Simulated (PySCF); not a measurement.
# WO₂²⁺: from structure and modes to constants

Computed with PySCF, PBE0, basis W def2-TZVP with ECP60, O def2-TZVP (scalar-relativistic core potentials, no spin–orbit coupling, density fitting).

The singlet minimum has C2v symmetry. Masses (u): W 183.95093, O 15.99492.

```xyz
3
charge 2 multiplicity 1, angstrom
W     0.0000    0.0000   -0.1535
O     1.2673    0.0000    0.8839
O    -1.2673    0.0000    0.8839
```

Harmonic wavenumbers (cm⁻¹): 444.9 (a1, ×1), 1104.3 (b2, ×1), 1160.4 (a1, ×1).

(1) What is the harmonic zero-point energy?

(2) Find the vibrational entropy and heat capacity at 298.15 K.

Answers

(1) Half the sum of all 3 wavenumbers, 2710/2 = 1355 cm⁻¹, which is 16.2 kJ/mol (1 cm⁻¹ = 0.0119627 kJ/mol).

(2) With u = 1.43878 ω/T, each mode gives S = R[u/(eᵘ−1) − ln(1−e⁻ᵘ)] and C = R u² eᵘ/(eᵘ−1)².
```csv
ω (cm⁻¹),u,S (J/(mol K)),C (J/(mol K))
444.9,2.147,3.40,5.74
1104.3,5.329,0.26,1.16
1160.4,5.600,0.20,0.97
```
The sums over all modes are S = 3.9 and C = 7.9 J/(mol K); the softest mode gives 88 % of the entropy.

Other isomers or separated fragments may lie lower. With an element this heavy the missing spin–orbit coupling can shift these numbers.
